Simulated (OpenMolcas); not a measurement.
An atom or ion with 6 electrons was computed by XMS-CASPT2, IPEA 0.25 Eh, imaginary shift 0.1 Eh with spin-orbit coupling (OpenMolcas, ANO-RCC-VTZP, DKH2). The lowest levels that the run gave, each within 12 % of the measured value where one is at hand:

```csv
J,Parity,E (eV),g
0,even,0.0000,
1,even,0.0276,1.501
2,even,0.0806,1.501
2,even,3.220,1.000
0,even,6.747,
2,odd,9.056,2.002
1,odd,18.334,0.499
2,odd,18.335,1.167
3,odd,18.337,1.334
0,odd,21.857,
1,odd,21.859,1.501
2,odd,21.862,1.501
```

**Question.** Which ion is it, and what are the configurations and terms?

**Answer.** F³⁺ (Z = 9, charge +3; active space 4 electrons in 8 orbitals (2s 2p 3s 3p)). J, parity and g give the terms where levels are pure, and mixed ones are named by the computed weights; the size of the splittings, set against known spectra of the 6-electron sequence, gives the charge. In order, with the measured energies in eV (Moore, Atomic Energy Levels, vol. I, NSRDS-NBS 35 (1971 reprint of NBS Circular 467, 1949)): 2s² 2p² ³P₀, 2s² 2p² ³P₁ (0.0279), 2s² 2p² ³P₂ (0.0761), 2s² 2p² ¹D₂ (3.1295), 2s² 2p² ¹S₀ (6.6386), 2s 2p³ ⁵S°₂, 2s 2p³ ³D°₁, 2s 2p³ ³D°₂ (18.3359), 2s 2p³ ³D°₃, 2s 2p³ ³P°₀, 2s 2p³ ³P°₁ (21.7272), 2s 2p³ ³P°₂ (21.7266).

Term energies are means over components that CASPT2 splits; among the terms shown or strongly mixed into the levels shown the widest spread is 180 cm-1 (2s 2p³ ³D°). Active for correlation alone: 3p 3s; no level in the range computed is led by a configuration that fills them, so any true level of that kind is missing. Computed and measured levels are paired by configuration, term and J; levels that our copy of the source lacks, or whose pairing is in doubt (as where it misses far off the trend of its configuration), stay unpaired and out of the deviations. Only configurations of the active space appear.

° marks odd parity.
